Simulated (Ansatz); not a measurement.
Ideal-gas functions of GaH₃O, SMILES `[OH][GaH2]` at 800 K and 1 bar, from an Ansatz frequency run at PBE0-D4/def2-TZVP.

Molar mass 88.75 g/mol, point group Cs (symmetry number 1), electronic degeneracy 1, moments of inertia 4.695, 47.146, 51.841 u Å². Harmonic wavenumbers (cm⁻¹, unscaled): 471, 487, 622, 686, 740, 846, 1985, 2028, 3906.

Use S(trans) = R[1.5 ln M + 2.5 ln T − 1.1517]; rotational temperatures θ = 24.2544 K / I; S(rot) = R[ln(√π/σ · √(T³/θAθBθC)) + 1.5]; for each mode x = 1.438777 ν̃/T, S = R[x/(eˣ − 1) − ln(1 − e⁻ˣ)] and H = RT x/(eˣ − 1); 1 cm⁻¹ = 0.0119627 kJ/mol; R = 8.31446 J/(mol·K).

Question: By hand: the entropy, in J/(mol·K).

Answer: Translation 185.3. Rotation: θ = 5.166, 0.5145, 0.4679 K, giving 99.7. Vibration, mode by mode: 9.94, 9.68, 7.80, 7.08, 6.53, 5.58, 1.10, 1.03, 0.06, in all 48.8. Electronic 0.0. Sum 333.8 J/(mol·K).

Question: By hand: H − E and G − E in kJ/mol, counted from the electronic energy.

Answer: Zero-point energy ½ × 11771 × 0.0119627 = 70.4; thermal vibration 22.8; translation, rotation and pV give 4 RT = 26.6. H − E = 119.8 kJ/mol, and G − E = 119.8 − 800 × 333.8/1000 = -147.2 kJ/mol.

Vibration gives 15 % of the entropy.
